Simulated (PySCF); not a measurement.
A PySCF script (with the pyscf-properties extension) for the NMR shieldings of `C1(C)=C(F)[P@]1(=O)CCC#N`, C₆H₇FNOP, on a GFN2-xTB geometry:

```python
import basis_set_exchange as bse
import numpy as np
from pyscf import gto, dft
from pyscf.prop import nmr

atoms = """
C    -3.064272   -0.371856    0.192660
C    -1.683344    0.141132    0.260838
C    -0.978117    1.261261    0.028535
F    -1.241761    2.486772   -0.400064
P     0.063995   -0.009146    0.753256
O     0.578770   -0.026506    2.123716
C     1.126783   -0.893369   -0.463704
C     2.538750   -0.346535   -0.247691
C     2.495361    1.089319   -0.379241
N     2.427193    2.223805   -0.496719
H    -3.747761    0.430106   -0.081455
H    -3.136223   -1.171457   -0.544589
H    -3.357867   -0.781863    1.158246
H     0.763742   -0.710999   -1.474132
H     1.085488   -1.963244   -0.244262
H     2.871877   -0.579285    0.768762
H     3.250388   -0.766107   -0.964066
"""
names = dict.fromkeys(["C", "F", "P", "O", "N", "H"], "pcSseg-1")
basis = {el: gto.basis.parse(bse.get_basis(n, elements=[el], fmt="nwchem")) for el, n in names.items()}
mol = gto.M(atom=atoms, basis=basis, charge=0, verbose=0)
mf = dft.RKS(mol, xc="PBE0")
mf.grids.level = 2
mf.grids.alignment = dft.numint.BLKSIZE   # the property module wants whole blocks of grid points
mf.conv_tol = 1e-9
mf.kernel()

calc = nmr.RKS(mf)   # GIAO
C = mf.mo_coeff
Co = C[:, mf.mo_occ > 0]
resp = mf.gen_response(singlet=True, hermi=2)
def vind(x):   # induced exchange potential for any number of trial vectors
    d = np.einsum("pi,xij,qj->xpq", C, 2 * x.reshape(-1, C.shape[1], Co.shape[1]), Co, optimize=True)
    return np.einsum("xpq,pi,qj->xij", resp(d - d.transpose(0, 2, 1)), C, Co, optimize=True).ravel()
mo1, _ = nmr.rhf.solve_mo1(calc, with_cphf=vind)
sigma = calc.kernel(mo1)
for i, s in enumerate(sigma):   # ppm
    w = np.linalg.eigvalsh((s + s.T) / 2)
    print("%2d %-2s iso %8.1f  s11 %8.1f  s22 %8.1f  s33 %8.1f" % (i, mol.atom_pure_symbol(i), w.mean(), *w))
```

Task: Give the expected output.

Result: 
```
 0 C  iso    174.9  s11    157.3  s22    179.8  s33    187.7
 1 C  iso     39.4  s11    -60.4  s22     37.7  s33    140.9
 2 C  iso     -0.9  s11   -105.8  s22     28.1  s33     75.0
 3 F  iso    250.1  s11     83.3  s22    222.8  s33    444.2
 4 P  iso    377.1  s11    220.7  s22    261.6  s33    649.0
 5 O  iso    196.7  s11     88.2  s22    203.6  s33    298.3
 6 C  iso    149.3  s11    127.7  s22    149.6  s33    170.6
 7 C  iso    172.3  s11    161.6  s22    173.5  s33    181.7
 8 C  iso     63.8  s11    -53.8  s22    -46.8  s33    292.1
 9 N  iso    -41.8  s11   -215.8  s22   -200.2  s33    290.7
10 H  iso     29.0  s11     24.1  s22     28.3  s33     34.7
11 H  iso     29.9  s11     25.3  s22     28.2  s33     36.1
12 H  iso     29.5  s11     25.2  s22     27.6  s33     35.8
13 H  iso     30.1  s11     26.3  s22     29.1  s33     35.0
14 H  iso     29.1  s11     25.3  s22     27.7  s33     34.2
15 H  iso     28.6  s11     25.1  s22     26.5  s33     34.2
16 H  iso     29.1  s11     23.9  s22     27.1  s33     36.5
```

These numbers come from an equivalent density-fitted implementation of the same equations, which agrees with the script to about 0.01 ppm for H and up to a few tenths of a ppm for heavy atoms, so last digits may differ.

Task: Turn these shieldings into chemical shifts. Chemical shifts δ = σref − σ; TMS for ¹³C (186.93 ppm) and ¹H (31.72 ppm); CFCl3 for ¹⁹F (170.95 ppm); ³¹P (318.38 ppm) vs H3PO4; ¹⁷O (336.08 ppm) against H2O; ¹⁵N (267.73 ppm) against NH3, all at this level.

Result: Averaging equivalent atoms: C 2: 187.8; C 1: 147.5; C 8: 123.1; C 6: 37.6; C 7: 14.7; C 0: 12.0; F 3: -79.2; P 4: -58.7; O 5: 139.4; N 9: 309.5; H 15: 3.15; H 14: 2.64; H 16: 2.59; H 10/11/12: 2.24; H 13: 1.59 ppm. Unscaled 19F shifts against computed CFCl3 carry errors that often reach 10 to 50 ppm. Experimental scales use liquid or dissolved standards, which lie at an offset from isolated NH3 (liquid NH3: subtract about 20 ppm) and H2O (liquid H2O: subtract about 36 ppm) and H3PO4. Unscaled 15N shifts of sp2 nitrogen come out 20 to 40 ppm too high even then.

Size and cost of the density-fitted run: 212 basis functions, 34 s wall time on 1 thread of an Arm Neoverse V2, shared host.
